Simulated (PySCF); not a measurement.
H₃O₃Si, SMILES O[Si](O)O, multiplicity 2. Atoms are numbered in the order given.

```xyz
7

O     -1.5624    -0.1116    -0.2315
Si     0.0000     0.0000     0.3774
O      0.6845     1.4089    -0.2315
O      0.8779    -1.2972    -0.2315
H     -2.1587     0.5882     0.0909
H      1.5888     1.5754     0.0909
H      0.5700    -2.1636     0.0909
```
Charge 0, spin multiplicity 2.

The structure is a stationary point at PBE-D3(BJ)/def2-SVP. The isomer is the one that the SMILES or the coordinates give; other isomers of the formula were not compared. Other conformers were not sampled.

Two levels are set side by side: PBE/pcH-1 (PySCF) and B3LYP/pcH-1 (PySCF). Contact hyperfine couplings, same geometry. Differences are taken from unrounded values.

| quantity | PBE |
|---|---|
| A(iso) of 17O, atom O1 (MHz) | -32.8 |
| A(iso) of 29Si, atom Si2 (MHz) | -828.3 |
| A(iso) of 17O, atom O3 (MHz) | -32.8 |
| A(iso) of 17O, atom O4 (MHz) | -32.8 |
| A(iso) of 1H, atom H5 (MHz) | -7.7 |
| A(iso) of 1H, atom H6 (MHz) | -7.7 |
| A(iso) of 1H, atom H7 (MHz) | -7.7 |

Task: These are the PBE values. What does B3LYP give? (An estimate is asked for; the answer gives what the named calculation found.)

Result: 
```csv
quantity,B3LYP,PBE minus B3LYP
"A(iso) of 17O, atom O1 (MHz)",-35.7,2.9
"A(iso) of 29Si, atom Si2 (MHz)",-914.4,86.1
"A(iso) of 17O, atom O3 (MHz)",-35.7,2.9
"A(iso) of 17O, atom O4 (MHz)",-35.7,2.9
"A(iso) of 1H, atom H5 (MHz)",-8.9,1.2
"A(iso) of 1H, atom H6 (MHz)",-8.9,1.2
"A(iso) of 1H, atom H7 (MHz)",-8.9,1.2
```

Rough cost on one machine, each run with all the roots and properties that it gave: B3LYP against PBE within a factor of 2.
